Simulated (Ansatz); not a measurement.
A first, cheap relaxation of `CC(C)(C)[NH][Sn]([F])([F])[F]`.

```yaml
crystal:
  periodic: [false, false, false]
  atoms:
    - {symbol: C, position_ang: [-0.781800, -1.391400, -0.225400]}
    - {symbol: C, position_ang: [0.144800, -0.344500, 0.401800]}
    - {symbol: C, position_ang: [-0.666500, 0.734700, 1.174000]}
    - {symbol: C, position_ang: [1.125400, -1.100300, 1.383500]}
    - {symbol: N, position_ang: [1.019600, 0.258500, -0.644900]}
    - {symbol: Sn, position_ang: [0.043500, 1.369500, -2.112400]}
    - {symbol: F, position_ang: [-0.902600, 2.851900, -1.338600]}
    - {symbol: F, position_ang: [-1.131700, 0.233400, -3.122200]}
    - {symbol: F, position_ang: [1.380700, 2.074100, -3.294600]}
    - {symbol: H, position_ang: [-1.354800, -1.933200, 0.568900]}
    - {symbol: H, position_ang: [-1.618100, -0.828100, -0.812900]}
    - {symbol: H, position_ang: [-0.263900, -2.043100, -0.882900]}
    - {symbol: H, position_ang: [-1.213100, 0.302500, 2.035300]}
    - {symbol: H, position_ang: [0.029600, 1.526000, 1.591700]}
    - {symbol: H, position_ang: [-1.401800, 1.203600, 0.555500]}
    - {symbol: H, position_ang: [0.454700, -1.579000, 2.192900]}
    - {symbol: H, position_ang: [1.651000, -1.856500, 0.847300]}
    - {symbol: H, position_ang: [1.753400, -0.401300, 1.900800]}
    - {symbol: H, position_ang: [1.689700, 0.918700, -0.161700]}
basis:
  gaussian: {orbitals: def2-SVP}
hamiltonian: {xc: pbe, dispersion: d4}
relax: {f_tol: 0.03, max_steps: 200}
```

```sh
$ ansatz run in.yaml --threads 4 --pin off --events-out ev --progress --plain --max-ram 46080MiB --backend cuda --devices 0, --max-vram 37GiB
```

Output, abridged:

```
Functional definition: PBE
mean field -19758.99175228 eV, -726.1295537705 hartree, gradient 2.6e-5 eV, S^2 0.000000; 0 other end points of the search recorded, 0 dependent functions left out
relax step   1: F+E_penalty+E_count = -19759.50922778 eV  Δ(F+E_penalty+E_count) = +0.000e0 eV  max|allowed force component| = 3.174e0 eV/Å  Δτ_max = 0.0000 Å  (33 SCF iters, accepted)
mean field -19759.34652750 eV, -726.1425915194 hartree, gradient 1.7e-5 eV, S^2 0.000000; 0 other end points of the search recorded, 0 dependent functions left out
relax step   2: F+E_penalty+E_count = -19759.86290946 eV  Δ(F+E_penalty+E_count) = -3.537e-1 eV  max|allowed force component| = 1.212e0 eV/Å  Δτ_max = 0.1250 Å  (32 SCF iters, accepted)
mean field -19759.39316943 eV, -726.1443055788 hartree, gradient 9.3e-6 eV, S^2 0.000000; 0 other end points of the search recorded, 0 dependent functions left out
relax step   3: F+E_penalty+E_count = -19759.91075595 eV  Δ(F+E_penalty+E_count) = -4.785e-2 eV  max|allowed force component| = 1.365e-1 eV/Å  Δτ_max = 0.0842 Å  (32 SCF iters, accepted)
mean field -19759.39882086 eV, -726.1445132649 hartree, gradient 7.4e-6 eV, S^2 0.000000; 0 other end points of the search recorded, 0 dependent functions left out
relax step   4: F+E_penalty+E_count = -19759.91616725 eV  Δ(F+E_penalty+E_count) = -5.411e-3 eV  max|allowed force component| = 8.025e-2 eV/Å  Δτ_max = 0.0361 Å  (33 SCF iters, accepted)
mean field -19759.39970428 eV, -726.1445457300 hartree, gradient 7.3e-6 eV, S^2 0.000000; 0 other end points of the search recorded, 0 dependent functions left out
relax step   5: F+E_penalty+E_count = -19759.91716719 eV  Δ(F+E_penalty+E_count) = -9.999e-4 eV  max|allowed force component| = 1.032e-1 eV/Å  Δτ_max = 0.0557 Å  (33 SCF iters, accepted)
mean field -19759.40230383 eV, -726.1446412618 hartree, gradient 7.5e-6 eV, S^2 0.000000; 0 other end points of the search recorded, 0 dependent functions left out
relax step   6: F+E_penalty+E_count = -19759.91950237 eV  Δ(F+E_penalty+E_count) = -2.335e-3 eV  max|allowed force component| = 3.748e-2 eV/Å  Δτ_max = 0.0444 Å  (33 SCF iters, accepted)
mean field -19759.40420988 eV, -726.1447113079 hartree, gradient 8.0e-6 eV, S^2 0.000000; 0 other end points of the search recorded, 0 dependent functions left out
relax step   7: F+E_penalty+E_count = -19759.92146625 eV  Δ(F+E_penalty+E_count) = -1.964e-3 eV  max|allowed force component| = 4.058e-2 eV/Å  Δτ_max = 0.0973 Å  (32 SCF iters, accepted)
mean field -19759.40556032 eV, -726.1447609357 hartree, gradient 8.1e-6 eV, S^2 0.000000; 0 other end points of the search recorded, 0 dependent functions left out
relax step   8: F+E_penalty+E_count = -19759.92272288 eV  Δ(F+E_penalty+E_count) = -1.257e-3 eV  max|allowed force component| = 7.411e-2 eV/Å  Δτ_max = 0.0903 Å  (32 SCF iters, accepted)
mean field -19759.40658968 eV, -726.1447987640 hartree, gradient 7.9e-6 eV, S^2 0.000000; 0 other end points of the search recorded, 0 dependent functions left out
relax step   9: F+E_penalty+E_count = -19759.92412910 eV  Δ(F+E_penalty+E_count) = -1.406e-3 eV  max|allowed force component| = 7.921e-2 eV/Å  Δτ_max = 0.0695 Å  (32 SCF iters, accepted)
mean field -19759.40841396 eV, -726.1448658051 hartree, gradient 9.8e-6 eV, S^2 0.000000; 0 other end points of the search recorded, 0 dependent functions left out
relax step  10: F+E_penalty+E_count = -19759.92604642 eV  Δ(F+E_penalty+E_count) = -1.917e-3 eV  max|allowed force component| = 1.178e-1 eV/Å  Δτ_max = 0.1261 Å  (33 SCF iters, accepted)
mean field -19759.40920047 eV, -726.1448947086 hartree, gradient 8.7e-6 eV, S^2 0.000000; 0 other end points of the search recorded, 0 dependent functions left out
relax step  11: F+E_penalty+E_count = -19759.92748475 eV  Δ(F+E_penalty+E_count) = -1.438e-3 eV  max|allowed force component| = 1.396e-1 eV/Å  Δτ_max = 0.1201 Å  (33 SCF iters, accepted)
mean field -19759.41149078 eV, -726.1449788760 hartree, gradient 8.2e-6 eV, S^2 0.000000; 0 other end points of the search recorded, 0 dependent functions left out
relax step  12: F+E_penalty+E_count = -19759.92981671 eV  Δ(F+E_penalty+E_count) = -2.332e-3 eV  max|allowed force component| = 1.729e-1 eV/Å  Δτ_max = 0.0866 Å  (33 SCF iters, accepted)
mean field -19759.41512895 eV, -726.1451125763 hartree, gradient 1.8e-5 eV, S^2 0.000000; 0 other end points of the search recorded, 0 dependent functions left out
relax step  13: F+E_penalty+E_count = -19759.93422618 eV  Δ(F+E_penalty+E_count) = -4.409e-3 eV  max|allowed force component| = 2.643e-1 eV/Å  Δτ_max = 0.1951 Å  (32 SCF iters, accepted)
mean field -19759.42174826 eV, -726.1453558313 hartree, gradient 7.8e-6 eV, S^2 0.000000; 0 other end points of the search recorded, 0 dependent functions left out
relax step  14: F+E_penalty+E_count = -19759.94079694 eV  Δ(F+E_penalty+E_count) = -6.571e-3 eV  max|allowed force component| = 2.593e-1 eV/Å  Δτ_max = 0.1171 Å  (33 SCF iters, accepted)
mean field -19759.42913911 eV, -726.1456274401 hartree, gradient 1.9e-5 eV, S^2 0.000000; 0 other end points of the search recorded, 0 dependent functions left out
relax step  15: F+E_penalty+E_count = -19759.94934755 eV  Δ(F+E_penalty+E_count) = -8.551e-3 eV  max|allowed force component| = 2.345e-1 eV/Å  Δτ_max = 0.1954 Å  (31 SCF iters, accepted)
mean field -19759.43459670 eV, -726.1458280027 hartree, gradient 2.6e-5 eV, S^2 0.000000; 0 other end points of the search recorded, 0 dependent functions left out
relax step  16: F+E_penalty+E_count = -19759.95399791 eV  Δ(F+E_penalty+E_count) = -4.650e-3 eV  max|allowed force component| = 2.242e-1 eV/Å  Δτ_max = 0.1117 Å  (32 SCF iters, accepted)
mean field -19759.43819306 eV, -726.1459601667 hartree, gradient 7.7e-6 eV, S^2 0.000000; 0 other end points of the search recorded, 0 dependent functions left out
relax step  17: F+E_penalty+E_count = -19759.95801953 eV  Δ(F+E_penalty+E_count) = -4.022e-3 eV  max|allowed force component| = 9.974e-2 eV/Å  Δτ_max = 0.0435 Å  (33 SCF iters, accepted)
mean field -19759.43889569 eV, -726.1459859878 hartree, gradient 7.9e-6 eV, S^2 0.000000; 0 other end points of the search recorded, 0 dependent functions left out
relax step  18: F+E_penalty+E_count = -19759.95855033 eV  Δ(F+E_penalty+E_count) = -5.308e-4 eV  max|allowed force component| = 7.503e-2 eV/Å  Δτ_max = 0.0550 Å  (33 SCF iters, accepted)
mean field -19759.43937718 eV, -726.1460036821 hartree, gradient 7.9e-6 eV, S^2 0.000000; 0 other end points of the search recorded, 0 dependent functions left out
relax step  19: F+E_penalty+E_count = -19759.95924168 eV  Δ(F+E_penalty+E_count) = -6.914e-4 eV  max|allowed force component| = 1.524e-2 eV/Å  Δτ_max = 0.0124 Å  (34 SCF iters, accepted)
mean field -19759.43937718 eV, -726.1460036821 hartree, gradient 2.2e-5 eV, S^2 0.000000; 1 other end points of the search recorded, 0 dependent functions left out
Total energy: -19759.95929156 eV, -726.1651101835 hartree
Atom 0 at    -0.968065    -1.145108    -0.159527 Å, force     0.010775    -0.004015     0.007056 eV/Å
Atom 1 at     0.152286    -0.308727     0.475749 Å, force     0.007548     0.002237    -0.009544 eV/Å
Atom 2 at    -0.449084     0.842125     1.303363 Å, force    -0.011691     0.001708     0.006821 eV/Å
Atom 3 at     1.056187    -1.195075     1.353163 Å, force     0.000342    -0.003039     0.001545 eV/Å
Atom 4 at     1.020805     0.191194    -0.625626 Å, force    -0.006708    -0.004190     0.015062 eV/Å
Atom 5 at     0.045718     1.156598    -2.141673 Å, force     0.006493    -0.008305     0.007059 eV/Å
Atom 6 at    -1.772355     1.770367    -1.751092 Å, force    -0.015241     0.005949     0.002091 eV/Å
Atom 7 at    -0.185165     0.046503    -3.713923 Å, force     0.000470    -0.004418    -0.012122 eV/Å
Atom 8 at     1.070902     2.692852    -2.750660 Å, force     0.005541     0.010321    -0.002411 eV/Å
Atom 9 at    -1.595074    -1.625644     0.616364 Å, force    -0.001982     0.002384     0.003166 eV/Å
Atom 10 at    -1.647862    -0.496667    -0.757278 Å, force    -0.005541    -0.001413    -0.005624 eV/Å
Atom 11 at    -0.549361    -1.934874    -0.814021 Å, force    -0.004963     0.000325    -0.005841 eV/Å
Atom 12 at    -1.067880     0.461667     2.141682 Å, force     0.001184     0.000178     0.002089 eV/Å
Atom 13 at     0.350096     1.478757     1.736720 Å, force     0.002655    -0.000005    -0.001436 eV/Å
Atom 14 at    -1.097702     1.476683     0.663283 Å, force     0.002254    -0.001771    -0.002172 eV/Å
Atom 15 at     0.476301    -1.630048     2.191558 Å, force    -0.000693     0.000051     0.000555 eV/Å
Atom 16 at     1.493364    -2.017742     0.754973 Å, force    -0.001562    -0.002187    -0.000650 eV/Å
Atom 17 at     1.888039    -0.604216     1.789011 Å, force     0.000788     0.003737     0.002015 eV/Å
Atom 18 at     1.736949     0.836855    -0.255968 Å, force     0.010331     0.002452    -0.007657 eV/Å
Dipole moment:     0.214096    -0.326026     0.887530 e Å
```

It took 51 s on 4 threads of an AMD EPYC 7R13 on a shared host and a share of an NVIDIA H100 80 GB, with 0.89 GiB of host memory at the peak.
